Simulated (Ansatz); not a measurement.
The cluster Li6⁻, relaxed as a doublet with UKS r2SCAN/def2-TZVPD in Ansatz, starting from the GFN2-xTB geometry. Force threshold 0.02 eV/Å.

The charge -1 doublet is spin-contaminated (final ⟨S²⟩ up to 1.06, 0.75 for a pure state). The highest occupied level of the charge -1 doublet lies above zero (up to 0.11 eV). The electron is either unbound and held by the finite basis, or the level is raised by self-interaction error. The structure comes from a short search, and lower isomers may exist.

Start:

```xyz
6

Li    1.8508   -0.0991   -0.5776
Li   -0.2264   -1.3902   -1.3385
Li    0.4643   -1.2191    1.3144
Li   -1.8477    0.1221    0.5887
Li   -0.4413    1.2020   -1.3331
Li    0.2003    1.3843    1.3461
```

Problem. Estimate the energy that the relaxation releases and the steps that it takes.

Solution. 44.2 kJ/mol, in 4 steps; 72 s on 4 threads of Arm Neoverse V2 on a shared host. No frequencies were taken in this run, so the end may be a saddle point.

Problem. Does the start keep its bonding and symmetry?

Solution. By distances, no bond broke or formed. The bond that changes most is Li4–Li6, from 2.52 to 2.94 Å (atoms count from 1). The end is the same structure that another start reached, the lowest one found. Point group C2h at the start, Ci at the end, both within 0.05 Å; within 0.015 Å the end is Cs.

Problem. Predict the relaxed structure.

Solution. 
Cartesian coordinates in Å:
```
Li 2.0750 -0.0883 -0.5953
Li -0.3309 -1.5278 -1.4802
Li 0.5543 -1.3617 1.5244
Li -2.0786 0.0724 0.5730
Li -0.5216 1.3755 -1.5156
Li 0.3018 1.5299 1.4936
```
Bond lengths (bridged metal pairs left out): 6 × Li–Li 2.90 to 2.94 Å.
